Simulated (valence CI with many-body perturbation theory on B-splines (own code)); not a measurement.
E1 transitions of Ce⁷⁺

Computed by configuration interaction combined with many-body perturbation theory (CI+MBPT): five valence electrons over a frozen Dirac-Fock core [Kr] 4d10, radial functions for each j: 7 s, 7 p, 7 d, 7 f, 4 g, 2 h, with the one-electron correlation potential Σ1, the two-electron term Σ2, the three-electron term Σ3, Breit, model QED; selected CI, second order for the rest (own B-spline code, finite nucleus).

No measured levels were compared; by estimate levels hold to about 250 cm⁻¹ or 0.2 % of their energy and the worst to 1 %, as in measured heavy ions of charge 2 to 7; those with d or f electrons hold less well. Among the levels kept, up to 2500 cm⁻¹ of a level comes from second order outside the variational space, and about a tenth of that is noise between levels of different J, which matters for small intervals.

Lines 151 to 200 of 523 in falling wavelength, among levels below 305830 cm⁻¹, chosen from the strongest by gf and those to the six lowest levels. Wavelengths and rates use the calculated energies, so an error of 200 cm⁻¹ moves a line at 571.5 Å by 0.11 % and its rate by three times that or more. Electric multipoles are in the length gauge, E1 and E2 with the static RPA response of the core. Weak lines are less certain than strong ones. Lines between different terms over intervals too small for the method are left out, as are lines whose strength nearly cancels. Where a level lies close to another of its J and parity, the split of strength between their lines is uncertain. The highest levels of a list are the least certain.

Names give the largest LS component (configuration and term), which can be under half, so a name can repeat, a term be missing and a line seem to break the LS rules; names also repeat where a configuration has a term twice. Letters in brackets count levels of one name in rising energy.

```
λ vac (Å)                Upper                 Lower   A (s⁻¹)  S (a.u.) with core polarisation  S without
    571.5   4f5s5p³ ²P_1/2 [c]  4f5s²5p² ²D°_3/2 [b]  1.80e+09                         3.31e-01   4.28e-01
    570.1   4f5s5p³ ⁴D_5/2 [a]      4f5s²5p² ⁴G°_5/2  1.33e+08                         7.30e-02   9.90e-02
    569.9   4f5s5p³ ⁴F_5/2 [b]      4f5s²5p² ⁴D°_3/2  2.42e+08                         1.33e-01   1.75e-01
    569.3         5s5p⁴ ²P_1/2        5s²5p³ ²P°_1/2  1.74e+09                         3.17e-01   4.31e-01
    569.1  5s²5p²5d ²F_7/2 [c]      4f5s²5p² ⁴F°_7/2  4.92e+08                         3.58e-01   4.78e-01
    568.7   4f5s5p³ ⁴F_5/2 [b]  4f5s²5p² ²F°_7/2 [a]  3.98e+08                         2.17e-01   2.87e-01
    568.5   4f5s5p³ ⁴P_5/2 [a]  4f5s²5p² ⁴D°_7/2 [a]  5.38e+08                         2.93e-01   3.77e-01
    568.4   4f5s5p³ ²D_3/2 [c]  4f5s²5p² ²F°_5/2 [b]  6.31e+08                         2.29e-01   3.32e-01
    566.3   4f5s5p³ ²F_7/2 [b]      4f5s²5p² ²G°_7/2  6.59e+08                         4.72e-01   6.20e-01
    565.8   4f5s5p³ ²G_9/2 [b]  4f5s²5p² ²G°_9/2 [b]  1.60e+09                         1.43e+00   1.88e+00
    565.7      5s²5p²5d ⁴P_5/2      4f5s²5p² ⁴D°_5/2  5.59e+08                         3.00e-01   3.74e-01
    565.4   4f5s5p³ ²F_7/2 [a]  4f5s²5p² ²D°_5/2 [a]  4.27e+08                         3.05e-01   3.95e-01
    565.2         5s5p⁴ ²P_3/2        5s²5p³ ²P°_1/2  1.89e+08                         6.73e-02   9.39e-02
    564.6   4f5s5p³ ²G_9/2 [b]      4f5s²5p² ²G°_7/2  5.42e+08                         4.82e-01   6.41e-01
    564.3   4f5s5p³ ²F_7/2 [a]      4f5s²5p² ⁴G°_7/2  3.16e+08                         2.24e-01   2.98e-01
    564.3  5s²5p²5d ²F_7/2 [b]  4f5s²5p² ²F°_5/2 [a]  3.56e+08                         2.53e-01   3.24e-01
    564.0      5s²5p²5d ⁴D_3/2        5s²5p³ ²P°_3/2  8.12e+07                         2.88e-02   3.84e-02
    562.7         5s5p⁴ ⁴P_1/2        5s²5p³ ⁴S°_3/2  1.53e+09                         2.69e-01   3.60e-01
    562.6   4f5s5p³ ⁴G_7/2 [b]  4f5s²5p² ²F°_7/2 [a]  2.34e+08                         1.64e-01   2.14e-01
    560.8   4f5s5p³ ⁴D_5/2 [a]        5s²5p³ ²P°_3/2  4.51e+07                         2.36e-02   2.79e-02
    560.8   4f5s5p³ ⁴G_7/2 [b]  4f5s²5p² ²F°_5/2 [a]  7.00e+08                         4.88e-01   6.43e-01
    560.7   4f5s5p³ ⁴G_5/2 [b]      4f5s²5p² ⁴D°_3/2  2.39e+08                         1.25e-01   1.64e-01
    560.6   4f5s5p³ ⁴F_3/2 [b]      4f5s²5p² ⁴G°_5/2  1.25e+09                         4.34e-01   5.42e-01
    560.2      5s²5p²5d ⁴P_1/2      4f5s²5p² ⁴D°_3/2  1.41e+09                         2.44e-01   3.00e-01
    559.5   4f5s5p³ ⁴G_9/2 [b]  4f5s²5p² ²G°_9/2 [a]  5.39e+08                         4.66e-01   6.21e-01
    559.5  4f5s5p³ ²H_11/2 [b]     4f5s²5p² ⁴G°_11/2  1.56e+09                         1.61e+00   2.12e+00
    559.5   4f5s5p³ ⁴D_3/2 [b]  4f5s²5p² ²F°_5/2 [c]  1.20e+09                         4.14e-01   5.29e-01
    559.3       4f5s5p³ ²G_7/2  4f5s²5p² ²F°_5/2 [b]  1.44e+09                         9.92e-01   1.31e+00
    559.0   4f5s5p³ ⁴F_7/2 [f]      4f5s²5p² ⁴F°_9/2  2.47e+08                         1.70e-01   2.27e-01
    558.8   4f5s5p³ ⁴F_3/2 [d]      4f5s²5p² ⁴F°_3/2  4.52e+08                         1.56e-01   2.00e-01
    558.6       4f5s5p³ ⁴D_7/2  4f5s²5p² ²G°_9/2 [b]  3.59e+08                         2.47e-01   3.21e-01
    557.5       4f5s5p³ ⁴D_7/2      4f5s²5p² ²G°_7/2  1.15e+09                         7.88e-01   1.02e+00
    556.5   4f5s5p³ ²H_9/2 [a]  4f5s²5p² ⁴D°_7/2 [a]  3.35e+08                         2.85e-01   3.72e-01
    556.2   4f5s5p³ ⁴F_7/2 [f]      4f5s²5p² ⁴F°_7/2  6.29e+08                         4.28e-01   5.55e-01
    555.8   4f5s5p³ ⁴F_7/2 [d]      4f5s²5p² ⁴D°_5/2  6.71e+08                         4.55e-01   5.93e-01
    555.4   4f5s5p³ ⁴F_7/2 [f]  4f5s²5p² ²F°_5/2 [c]  3.11e+08                         2.10e-01   2.81e-01
    554.3   4f5s5p³ ⁴D_3/2 [a]  4f5s²5p² ²F°_5/2 [a]  1.42e+09                         4.76e-01   5.99e-01
    554.3   4f5s5p³ ²F_5/2 [b]      4f5s²5p² ⁴F°_3/2  6.15e+08                         3.10e-01   4.01e-01
    554.2   4f5s5p³ ⁴D_5/2 [b]  4f5s²5p² ²F°_7/2 [a]  9.63e+08                         4.86e-01   6.17e-01
    554.1   4f5s5p³ ²G_9/2 [d]      4f5s²5p² ⁴F°_9/2  8.98e+08                         7.54e-01   9.88e-01
    553.8   4f5s5p³ ²F_7/2 [c]      4f5s²5p² ⁴F°_9/2  6.12e+08                         4.11e-01   5.21e-01
    552.5   4f5s5p³ ⁴D_5/2 [b]  4f5s²5p² ²F°_5/2 [a]  2.37e+08                         1.18e-01   1.47e-01
    552.3       4f5s5p³ ²P_3/2      4f5s²5p² ⁴G°_5/2  1.19e+09                         3.97e-01   5.06e-01
    551.8  5s²5p²5d ²D_5/2 [c]      4f5s²5p² ⁴F°_7/2  1.21e+09                         6.03e-01   7.46e-01
    550.8   4f5s5p³ ⁴F_9/2 [b]  4f5s²5p² ²G°_9/2 [a]  1.64e+09                         1.35e+00   1.76e+00
    550.3   4f5s5p³ ²H_9/2 [b]  4f5s²5p² ⁴D°_7/2 [a]  2.75e+08                         2.26e-01   2.93e-01
    549.1  4f5s5p³ ²H_11/2 [b]  4f5s²5p² ²G°_9/2 [a]  1.70e+08                         1.67e-01   2.24e-01
    548.9   4f5s5p³ ²F_5/2 [b]  4f5s²5p² ⁴D°_7/2 [b]  2.96e+08                         1.45e-01   1.95e-01
    548.5   4f5s5p³ ⁴F_7/2 [b]      4f5s²5p² ⁴G°_5/2  1.08e+08                         7.05e-02   9.06e-02
    548.4   4f5s5p³ ²D_5/2 [c]  4f5s²5p² ²F°_5/2 [b]  1.06e+09                         5.16e-01   6.71e-01
```
